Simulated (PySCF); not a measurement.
C₆H₆N, SMILES [NH]c1ccccc1, doublet, PBE0/def2-SVP optimised geometry.

```
13

N      1.32     2.29     0.00
C      0.72     1.11     0.00
C     -0.71     1.08     0.00
C     -1.40    -0.12     0.00
C     -0.70    -1.34     0.00
C      0.70    -1.34     0.00
C      1.40    -0.15     0.00
H      2.34     2.15     0.00
H     -1.23     2.04     0.00
H     -2.50    -0.12     0.00
H     -1.25    -2.28     0.00
H      1.24    -2.29     0.00
H      2.50    -0.15     0.00
```

Density from unrestricted PBE0/def2-TZVP in PySCF at that geometry.

Minimum of the electron density along straight lines between bonded atoms, close to the bond critical point (lines longer than 1.1 times the sum of covalent radii, or with two minima, are not listed):

```json
[
 {"bond": "N1–C2", "length / Å": "1.333", "ρ at the minimum / e bohr⁻³": "[?]", "∇²ρ there / e bohr⁻⁵": "[?]", "position (fraction from the first atom)": "0.62"},
 {"bond": "C2–C3", "length / Å": "1.432", "ρ at the minimum / e bohr⁻³": "0.300", "∇²ρ there / e bohr⁻⁵": "-0.87", "position (fraction from the first atom)": "0.50"},
 {"bond": "C3–C4", "length / Å": "1.382", "ρ at the minimum / e bohr⁻³": "0.323", "∇²ρ there / e bohr⁻⁵": "-0.96", "position (fraction from the first atom)": "0.50"},
 {"bond": "C4–C5", "length / Å": "1.403", "ρ at the minimum / e bohr⁻³": "0.311", "∇²ρ there / e bohr⁻⁵": "-0.91", "position (fraction from the first atom)": "0.50"},
 {"bond": "C5–C6", "length / Å": "1.403", "ρ at the minimum / e bohr⁻³": "0.311", "∇²ρ there / e bohr⁻⁵": "-0.91", "position (fraction from the first atom)": "0.50"},
 {"bond": "C2–C7", "length / Å": "1.433", "ρ at the minimum / e bohr⁻³": "0.297", "∇²ρ there / e bohr⁻⁵": "-0.85", "position (fraction from the first atom)": "0.50"},
 {"bond": "C6–C7", "length / Å": "1.383", "ρ at the minimum / e bohr⁻³": "0.322", "∇²ρ there / e bohr⁻⁵": "-0.95", "position (fraction from the first atom)": "0.50"},
 {"bond": "N1–H8", "length / Å": "1.027", "ρ at the minimum / e bohr⁻³": "0.331", "∇²ρ there / e bohr⁻⁵": "[?]", "position (fraction from the first atom)": "0.73"},
 {"bond": "C3–H9", "length / Å": "1.092", "ρ at the minimum / e bohr⁻³": "0.282", "∇²ρ there / e bohr⁻⁵": "-1.00", "position (fraction from the first atom)": "0.65"},
 {"bond": "C4–H10", "length / Å": "1.093", "ρ at the minimum / e bohr⁻³": "0.280", "∇²ρ there / e bohr⁻⁵": "-0.99", "position (fraction from the first atom)": "0.65"},
 {"bond": "C5–H11", "length / Å": "1.093", "ρ at the minimum / e bohr⁻³": "0.281", "∇²ρ there / e bohr⁻⁵": "-0.99", "position (fraction from the first atom)": "0.65"},
 {"bond": "C6–H12", "length / Å": "1.093", "ρ at the minimum / e bohr⁻³": "0.280", "∇²ρ there / e bohr⁻⁵": "-0.98", "position (fraction from the first atom)": "0.65"},
 {"bond": "C7–H13", "length / Å": "1.094", "ρ at the minimum / e bohr⁻³": "0.279", "∇²ρ there / e bohr⁻⁵": "-0.97", "position (fraction from the first atom)": "0.65"}
]
```

What belongs in the gaps?


- N1–C2, ρ at the minimum / e bohr⁻³: 0.355
- N1–C2, ∇²ρ there / e bohr⁻⁵: -1.21
- N1–H8, ∇²ρ there / e bohr⁻⁵: -1.53
